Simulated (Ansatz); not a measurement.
Basis sets compared for BH₂I. The state is a singlet with charge 0. Geometry PBE-D4/def2-TZVP. Ansatz on 4 threads of Arm Neoverse V1 on a shared host; times are rough, and most runs start from earlier orbitals.

```xyz
4

B     0.223    0.030   -0.113
H     1.156   -0.557    0.346
H     0.267    0.746   -1.067
I    -1.646   -0.218    0.834
```

In the def2 sets I takes a core potential; there is no spin–orbit coupling.

Binding counts from free atoms (B doublet, H doublet, I doublet) in the same basis, without a counterpoise term.

```json
{"level": "PBE-D4/def2-SVP", "functions": "50", "energy (Eh)": "-323.6659", "HOMO (eV)": "-6.35", "LUMO (eV)": "-3.09", "binding per atom (eV)": "2.93", "wall time": "0.3 s"}
{"level": "PBE0-D4/def2-SVP", "functions": "50", "energy (Eh)": "-323.7025", "HOMO (eV)": "-7.51", "LUMO (eV)": "-2.18", "binding per atom (eV)": "2.91", "wall time": "0.35 s"}
```

**Question.** Estimate the rows for PBE-D4/def2-TZVP, PBE0-D4/def2-TZVP.

**Answer.** 
```json
{"level": "PBE-D4/def2-TZVP", "functions": "93", "energy (Eh)": "-323.7053", "HOMO (eV)": "-6.45", "LUMO (eV)": "-3.15", "binding per atom (eV)": "2.93", "wall time": "0.4 s"}
{"level": "PBE0-D4/def2-TZVP", "functions": "93", "energy (Eh)": "-323.7402", "HOMO (eV)": "-7.57", "LUMO (eV)": "-2.22", "binding per atom (eV)": "2.90", "wall time": "0.6 s"}
```
